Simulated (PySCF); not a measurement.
C6H8N2, SMILES c1cc(ccc1N)N. Coordinates come from a PBE0-D3(BJ)/def2-SVP optimisation. The values are those of a single conformer.

**Question.** Give the equilibrium geometry at PBE0-D3(BJ)/def2-SVP (PySCF confirms it by a frequency run) as a Z-matrix, and its point group. (An estimate is asked for; the answer gives what the named calculation found.)

**Answer.** Several could match; the one computed here: point group C2h.
```
C
C 1 1.3907
H 2 1.0938 1 119.21
H 1 1.0938 2 119.21 3 -0.70
C 2 1.4020 3 119.42 1 179.69
N 5 1.3933 2 121.34 3 -2.51
H 6 1.0128 5 114.53 2 156.50
H 6 1.0128 7 111.07 5 131.67
C 1 1.4020 4 119.42 2 179.69
N 9 1.3933 1 121.34 4 -2.51
H 10 1.0128 9 114.53 1 26.52
H 10 1.0128 11 111.07 9 -131.67
C 9 1.4020 10 121.34 11 -156.50
C 13 1.3907 9 121.37 10 -177.17
H 13 1.0938 14 119.21 5 -179.61
H 14 1.0938 13 119.21 15 0.70
```
Charge 0, spin multiplicity 1.
